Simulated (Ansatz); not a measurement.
Frontier orbitals of CH₃AlCl₂Se, SMILES `C[Se][Al]([Cl])[Cl]`.

The species carries charge 0 and has multiplicity 1. Correlated methods include outer-core shells of Se, which these sets cover unevenly. Scalar relativity is left out up to krypton. Geometry: relaxed with PBE0-D4/def2-TZVP. It is one conformer, not always the lowest. Basis def2-TZVPP, the Gaussian-basis code of Ansatz.

```json
{"functional": "PBE", "HOMO (eV)": "-6.15", "LUMO (eV)": "-1.79", "gap (eV)": "4.36"}
{"functional": "r2SCAN", "HOMO (eV)": "-6.41", "LUMO (eV)": "-1.42", "gap (eV)": "4.99"}
{"functional": "B97M-V", "HOMO (eV)": "-6.45", "LUMO (eV)": "-1.47", "gap (eV)": "4.98"}
{"functional": "PBE0", "HOMO (eV)": "-7.27", "LUMO (eV)": "-0.98", "gap (eV)": "6.29"}
{"functional": "BHLYP", "HOMO (eV)": "-8.21", "LUMO (eV)": "-0.15", "gap (eV)": "8.06"}
{"functional": "LC-ωPBE", "HOMO (eV)": "-9.87", "LUMO (eV)": "1.10", "gap (eV)": "10.97"}
{"functional": "ωB97X-V", "HOMO (eV)": "-9.53", "LUMO (eV)": "0.99", "gap (eV)": "10.52"}
{"functional": "ωB97M-V", "HOMO (eV)": "-9.38", "LUMO (eV)": "0.72", "gap (eV)": "10.10"}
```

A quarter of exact exchange (PBE0) shifts PBE's HOMO by −1.12 eV and its LUMO by +0.81 eV; full exchange at long range (ωB97M-V) shifts them by −3.23 and +2.51 eV. The gap opens from 4.36 to 10.10 eV, since occupied levels lose self-interaction and empty ones feel all the electrons. A positive LUMO is unbound and depends on the basis.

LC-ωPBE has ω = 0.4 bohr⁻¹.
